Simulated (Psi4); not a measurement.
Input for Psi4: SAPT0/jun-cc-pV(D+d)Z on ClH5SSi (a complex), monomers drawn apart or pushed together.

```
memory 1800 MB

molecule dimer {
0 1
S     1.20144351   -0.08017689   -0.53455461
H    -0.04476525   -0.52801572   -0.31494729
H     0.84537292    1.18737266   -0.27320004
--
0 1
Si    0.50139858    0.16644785    3.75604122
Cl   -1.19366136    1.05619133    2.95830440
H     0.57222538   -1.22515014    3.27754124
H     0.36050111    0.19943053    5.22598043
H     1.68202229    0.94087728    3.33535318
units angstrom
symmetry c1
no_reorient
no_com
}

set {
  basis jun-cc-pV(D+d)Z
  scf_type df
  freeze_core true
}

energy('sapt0')
```

The log:

```
[...]
==> Input File <==

--------------------------------------------------------------------------
memory 1800 MB

molecule dimer {
0 1
S     1.20144351   -0.08017689   -0.53455461
H    -0.04476525   -0.52801572   -0.31494729
H     0.84537292    1.18737266   -0.27320004
--
0 1
Si    0.50139858    0.16644785    3.75604122
Cl   -1.19366136    1.05619133    2.95830440
H     0.57222538   -1.22515014    3.27754124
H     0.36050111    0.19943053    5.22598043
H     1.68202229    0.94087728    3.33535318
units angstrom
symmetry c1
no_reorient
no_com
}

set {
  basis jun-cc-pV(D+d)Z
  scf_type df
  freeze_core true
}

energy('sapt0')
--------------------------------------------------------------------------


   => Loading Basis Set <=

    Name: JUN-CC-PV(D+D)Z
    Role: ORBITAL
    Keyword: BASIS
    atoms 1        entry S          line   698 file jun-cc-pv_dpd_z.gbs
    atoms 2-3, 6-8 entry H          line    60 file jun-cc-pv_dpd_z.gbs
    atoms 4        entry SI         line   566 file jun-cc-pv_dpd_z.gbs
    atoms 5        entry CL         line   764 file jun-cc-pv_dpd_z.gbs

   => Loading Basis Set <=

    Name: JUN-CC-PV(D+D)Z
    Role: ORBITAL
    Keyword: BASIS
    atoms 1        entry S          line   698 file jun-cc-pv_dpd_z.gbs
    atoms 2-3, 6-8 entry H          line    60 file jun-cc-pv_dpd_z.gbs
    atoms 4        entry SI         line   566 file jun-cc-pv_dpd_z.gbs
    atoms 5        entry CL         line   764 file jun-cc-pv_dpd_z.gbs


  //>>>>>>>>>>>>>>>>>>>>>>>>>>>>>>>>>>>//
  //              Dimer HF             //
  //<<<<<<<<<<<<<<<<<<<<<<<<<<<<<<<<<<<//

   => Libint2 <=

    Primary   basis highest AM E, G, H:  7, 6, 3
    Auxiliary basis highest AM E, G, H:  7, 7, 4
    Onebody   basis highest AM E, G, H:  -, -, -
    Solid Harmonics ordering:            Gaussian


   => Loading Basis Set <=

    Name: JUN-CC-PV(D+D)Z
    Role: ORBITAL
    Keyword: BASIS
    atoms 1        entry S          line   698 file jun-cc-pv_dpd_z.gbs
    atoms 2-3, 6-8 entry H          line    60 file jun-cc-pv_dpd_z.gbs
    atoms 4        entry SI         line   566 file jun-cc-pv_dpd_z.gbs
    atoms 5        entry CL         line   764 file jun-cc-pv_dpd_z.gbs


         ---------------------------------------------------------
                                   SCF
               by Justin Turney, Rob Parrish, Andy Simmonett
                          and Daniel G. A. Smith
                              RHF Reference
                        1 Threads,   1716 MiB Core
         ---------------------------------------------------------

  ==> Geometry <==

    Molecular point group: c1
    Full point group: C1

    Geometry (in Angstrom), charge = 0, multiplicity = 1:

       Center              X                  Y                   Z               Mass
    ------------   -----------------  -----------------  -----------------  -----------------
         S            1.201443510000    -0.080176890000    -0.534554610000    31.972071174400
         H           -0.044765250000    -0.528015720000    -0.314947290000     1.007825032230
         H            0.845372920000     1.187372660000    -0.273200040000     1.007825032230
         SI           0.501398580000     0.166447850000     3.756041220000    27.976926534650
         CL          -1.193661360000     1.056191330000     2.958304400000    34.968852682000
         H            0.572225380000    -1.225150140000     3.277541240000     1.007825032230
         H            0.360501110000     0.199430530000     5.225980430000     1.007825032230
         H            1.682022290000     0.940877280000     3.335353180000     1.007825032230

  Running in c1 symmetry.

  Rotational constants: A =      0.14339  B =      0.02092  C =      0.01877 [cm^-1]
  Rotational constants: A =   4298.68650  B =    627.24760  C =    562.60435 [MHz]
  Nuclear repulsion =  173.353995959856888

  Charge       = 0
  Multiplicity = 1
  Electrons    = 52
  Nalpha       = 26
  Nbeta        = 26

  ==> Algorithm <==

  SCF Algorithm Type is DF.
  DIIS enabled.
  MOM disabled.
  Fractional occupation disabled.
  Guess Type is SAD.
  Energy threshold   = 1.00e-08
  Density threshold  = 1.00e-08
  Integral threshold = 1.00e-12

  ==> Primary Basis <==

  Basis Set: JUN-CC-PV(D+D)Z
    Blend: JUN-CC-PV(D+D)Z
    Number of shells: 48
    Number of basis functions: 106
    Number of Cartesian functions: 112
    Spherical Harmonics?: true
    Max angular momentum: 2

   => Loading Basis Set <=

    Name: (JUN-CC-PV(D+D)Z AUX)
    Role: JKFIT
    Keyword: DF_BASIS_SCF
    atoms 1        entry S          line   666 file jun-cc-pvdz-jkfit.gbs
    atoms 2-3, 6-8 entry H          line    70 file jun-cc-pvdz-jkfit.gbs
    atoms 4        entry SI         line   506 file jun-cc-pvdz-jkfit.gbs
    atoms 5        entry CL         line   746 file jun-cc-pvdz-jkfit.gbs

  ==> Integral Setup <==

  DFHelper Memory: AOs need 0.041 GiB; user supplied 1.257 GiB.
  SCF_SUBTYPE=INCORE selected. In-core MEM_DF algorit
[...]
 A
    DOCC [    17 ]
    NA   [    17 ]
    NB   [    17 ]

  @DF-RHF Final Energy:  -750.23312481638482

   => Energetics <=

    Nuclear Repulsion Energy =             85.7766040749362304
    One-Electron Energy =               -1208.7779374727501818
    Two-Electron Energy =                 372.7682085814292350
    Total Energy =                       -750.2331248163848159

Computation Completed


Properties will be evaluated at   0.000000,   0.000000,   0.000000 [a0]

Properties computed using the SCF density matrix


 Multipole Moments:

 ------------------------------------------------------------------------------------
     Multipole            Electronic (a.u.)      Nuclear  (a.u.)        Total (a.u.)
 ------------------------------------------------------------------------------------

 L = 1.  Multiply by 2.5417464519 to convert [e a0] to [Debye]
 Dipole X            :         20.7326166          -20.1405389            0.5920776
 Dipole Y            :        -38.4840049           38.1737531           -0.3102518
 Dipole Z            :       -216.5207799          216.7792271            0.2584472
 Magnitude           :                                                    0.7166639

 ------------------------------------------------------------------------------------

  Constructing Basis Sets for SAPT...

   => Loading Basis Set <=

    Name: (JUN-CC-PV(D+D)Z AUX)
    Role: RIFIT
    Keyword: DF_BASIS_SAPT
    atoms 1        entry S          line   488 file jun-cc-pvdz-ri.gbs
    atoms 2-3, 6-8 entry H          line    30 file jun-cc-pvdz-ri.gbs
    atoms 4        entry SI         line   376 file jun-cc-pvdz-ri.gbs
    atoms 5        entry CL         line   544 file jun-cc-pvdz-ri.gbs

   => Loading Basis Set <=

    Name: (JUN-CC-PV(D+D)Z AUX)
    Role: JKFIT
    Keyword: DF_BASIS_ELST
    atoms 1        entry S          line   666 file jun-cc-pvdz-jkfit.gbs
    atoms 2-3, 6-8 entry H          line    70 file jun-cc-pvdz-jkfit.gbs
    atoms 4        entry SI         line   506 file jun-cc-pvdz-jkfit.gbs
    atoms 5        entry CL         line   746 file jun-cc-pvdz-jkfit.gbs


  //>>>>>>>>>>>>>>>>>>>>>>>>>>>>>>>>>>>//
  //               SAPT0               //
  //<<<<<<<<<<<<<<<<<<<<<<<<<<<<<<<<<<<//



        SAPT0
    Ed Hohenstein
     6 June 2009

      Orbital Information
  --------------------------
    NSO        =       106
    NMO        =       106
    NRI        =       325
    NRI (Elst) =       478
    NOCC A     =         9
    NOCC B     =        17
    FOCC A     =         5
    FOCC B     =        10
    NVIR A     =        97
    NVIR B     =        89

    Elst10,r            =    -0.001836299628 [Eh]
    Exch10              =     0.001262632657 [Eh]
    Exch10 (S^2)        =     0.001261129901 [Eh]

    Maxiter = 50
    CPHF R converge = 1.000000E-08

    Iter     Energy [mEh]          dE [mEh]         Residual      Time [s]
       1      -0.42558358       0.425583579     2.649603e-03             0
       2      -0.52890502       0.103321438     8.294959e-04             0
       3      -0.53040514       0.001500121     2.106331e-04             0
       4      -0.52845803      -0.001947109     2.847053e-05             0
       5      -0.52868639       0.000228357     7.689464e-06             0
       6      -0.52869360       0.000007216     1.908219e-06             0
       7      -0.52868183      -0.000011769     4.973102e-07             0
       8      -0.52868435       0.000002518     7.914425e-08             0
       9      -0.52868415      -0.000000200     1.858195e-08             0
      10      -0.52868414      -0.000000013     3.865948e-09             0

    CHF Iterations converged

    Maxiter = 50
    CPHF R converge = 1.000000E-08

    Iter     Energy [mEh]          dE [mEh]         Residual      Time [s]
       1      -0.11195271       0.111952714     1.683515e-03             0
       2      -0.13054786       0.018595148     7.229744e-04             0
       3      -0.13494833       0.004400465     1.232573e-04             0
       4      -0.13419322      -0.000755103     2.749986e-05             0
       5      -0.13420127       0.000008044     7.963499e-06             0
       6      -0.13421872       0.000017451     1.681436e-06             0
       7      -0.13421721      -0.000001507     3.855781e-07             0
       8      -0.13421653      -0.000000680     6.462567e-08             0
       9      -0.13421671       0.000000179     1.434247e-08             0
      10      -0.13421670      -0.000000009     4.068835e-09             0

    CHF Iterations converged

    Ind20,r (A<-B)      =    -0.000528684139 [Eh]
    Ind20,r (B<-A)      =    -0.000134216701 [Eh]
    Ind20,r             =    -0.000662900840 [Eh]
    Exch-Ind20,r (A<-B) =     0.000462199915 [Eh]
    Exch-Ind20,r (B<-A) =     0.000077019817 [Eh]
    Exch-Ind20,r        =     0.000539219732 [Eh]
    Disp20              =    -0.001264081799 [Eh]
    Disp20 (SS)         =    -0.000632040900 [Eh]
    Disp20 (OS)         =    -0.000632040900 [Eh]
    Exch-Disp20         =     0.000101833595 [Eh]
    Exch-Disp20 (SS)    =     0.000056615096 [Eh]
    Exch-Disp20 (OS)    =     0.000045218499 [Eh]

    SAPT Results
  --------------------------------------------------------------------------------------------------------
    Electrostatics                 -1.83629963 [mEh]      -1.15229541 [kcal/mol]      -4.82120401 [kJ/mol]
      Elst10,r                     -1.83629963 [mEh]      -1.15229541 [kcal/mol]      -4.82120401 [kJ/mol]

    Exchange                        1.26263266 [mEh]       0.79231395 [kcal/mol]       3.31504158 [kJ/mol]
      Exch10                        1.26263266 [mEh]       0.79231395 [kcal/mol]       3.31504158 [kJ/mol]
      Exch10(S^2)                   1.26112990 [mEh]       0.79137096 [kcal/mol]       3.31109610 [kJ/mol]

    Induction                      -0.20631876 [mEh]      -0.12946697 [kcal/mol]      -0.54168982 [kJ/mol]
      Ind20,r                      -0.66290084 [mEh]      -0.41597656 [kcal/mol]      -1.74044591 [kJ/mol]
      Exch-Ind20,r                  0.53921973 [mEh]       0.33836549 [kcal/mol]       1.41572121 [kJ/mol]
      delta HF,r (2)               -0.08263765 [mEh]      -0.05185591 [kcal/mol]      -0.21696512 [kJ/mol]

    Dispersion                     -1.16224820 [mEh]      -0.72932176 [kcal/mol]      -3.05148224 [kJ/mol]
      Disp20                       -1.26408180 [mEh]      -0.79322330 [kcal/mol]      -3.31884631 [kJ/mol]
      Exch-Disp20                   0.10183359 [mEh]       0.06390155 [kcal/mol]       0.26736407 [kJ/mol]
      Disp20 (SS)                  -0.63204090 [mEh]      -0.39661165 [kcal/mol]      -1.65942315 [kJ/mol]
      Disp20 (OS)                  -0.63204090 [mEh]      -0.39661165 [kcal/mol]      -1.65942315 [kJ/mol]
      Exch-Disp20 (SS)              0.05661510 [mEh]       0.03552651 [kcal/mol]       0.14864291 [kJ/mol]
      Exch-Disp20 (OS)              0.04521850 [mEh]       0.02837504 [kcal/mol]       0.11872115 [kJ/mol]

  Total HF                         -0.77998573 [mEh]      -0.48944843 [kcal/mol]      -2.04785224 [kJ/mol]
  Total SAPT0                      -1.94223393 [mEh]      -1.21877019 [kcal/mol]      -5.09933448 [kJ/mol]

  Special recipe for scaled SAPT0 (see Manual):
    Electrostatics sSAPT0          -1.83629963 [mEh]      -1.15229541 [kcal/mol]      -4.82120401 [kJ/mol]
    Exchange sSAPT0                 1.26263266 [mEh]       0.79231395 [kcal/mol]       3.31504158 [kJ/mol]
    Induction sSAPT0               -0.20438886 [mEh]      -0.12825595 [kcal/mol]      -0.53662289 [kJ/mol]
    Dispersion sSAPT0              -1.16188374 [mEh]      -0.72909305 [kcal/mol]      -3.05052533 [kJ/mol]
  Total sSAPT0                     -1.93993957 [mEh]      -1.21733046 [kcal/mol]      -5.09331064 [kJ/mol]
  --------------------------------------------------------------------------------------------------------



*** Psi4 exiting successfully. Buy a developer a beer!
```

The run finished.

Cost: around 11 core-seconds (rough).
